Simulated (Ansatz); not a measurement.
Dissociation curve of OLi (cation, charge +1), lowest singlet found (which spin is the ground state isn't settled by this scan).

- RCCSD(T) = CCSD(T) on RHF/aug-cc-pVDZ, frozen core in Ansatz (a quantum-chemistry and plane-wave program)
- RKS-B3LYP = restricted B3LYP/aug-cc-pVDZ run with Ansatz
- FCI = Ansatz with full CI/aug-cc-pVDZ, frozen core

Energies are in kcal/mol, each relative to the lowest point of its own curve between 1.69 and 2.60 Å, where full CI is lowest.

```json
[
 {"R / Å": "1.52", "RCCSD(T)": "28.1", "RKS-B3LYP": "25.7", "FCI": "28.5"},
 {"R / Å": "1.60", "RCCSD(T)": "17.9", "RKS-B3LYP": "16.0", "FCI": "18.1"},
 {"R / Å": "1.69", "RCCSD(T)": "10.3", "RKS-B3LYP": "(withheld)", "FCI": "10.3"},
 {"R / Å": "1.75", "RCCSD(T)": "6.8", "RKS-B3LYP": "5.6", "FCI": "6.8"},
 {"R / Å": "1.84", "RCCSD(T)": "3.3", "RKS-B3LYP": "2.6", "FCI": "3.3"},
 {"R / Å": "1.90", "RCCSD(T)": "1.8", "RKS-B3LYP": "1.3", "FCI": "1.8"},
 {"R / Å": "1.97", "RCCSD(T)": "0.8", "RKS-B3LYP": "(withheld)", "FCI": "(withheld)"},
 {"R / Å": "2.01", "RCCSD(T)": "0.4", "RKS-B3LYP": "0.2", "FCI": "0.4"},
 {"R / Å": "2.10", "RCCSD(T)": "0.0", "RKS-B3LYP": "0.0", "FCI": "0.0"},
 {"R / Å": "2.18", "RCCSD(T)": "0.0", "RKS-B3LYP": "(withheld)", "FCI": "(withheld)"},
 {"R / Å": "2.33", "RCCSD(T)": "0.7", "RKS-B3LYP": "1.0", "FCI": "(withheld)"},
 {"R / Å": "2.43", "RCCSD(T)": "1.3", "RKS-B3LYP": "1.7", "FCI": "1.4"},
 {"R / Å": "2.60", "RCCSD(T)": "2.4", "RKS-B3LYP": "3.0", "FCI": "2.7"},
 {"R / Å": "2.84", "RCCSD(T)": "3.9", "RKS-B3LYP": "4.7", "FCI": "4.3"}
]
```

**Question.** What belongs in the gaps?

**Answer.** 
- 1.69, RKS-B3LYP: 8.8
- 1.97, RKS-B3LYP: 0.5
- 1.97, FCI: 0.7
- 2.18, RKS-B3LYP: 0.2
- 2.18, FCI: 0.1
- 2.33, FCI: 0.8

The scan ran from 1.39 to 6.63 Å; beyond the distances shown full CI changes its symmetry label. The restricted form behind RKS-B3LYP keeps the bonding electrons paired and can't separate into open-shell fragments. Also computed but left out beside FCI, since their determinant holds another spin at the minimum (<S²> over 0.7 above the pure value): UHF, UMP2, UCCSD, UCCSD(T), UKS-PBE0, UKS-B3LYP, UKS-PBE, UKS-B3LYP/6-31G*, UHF/STO-3G, UKS-B3LYP/LANL2DZ, UKS-LDA (SVWN5)/6-31G*.
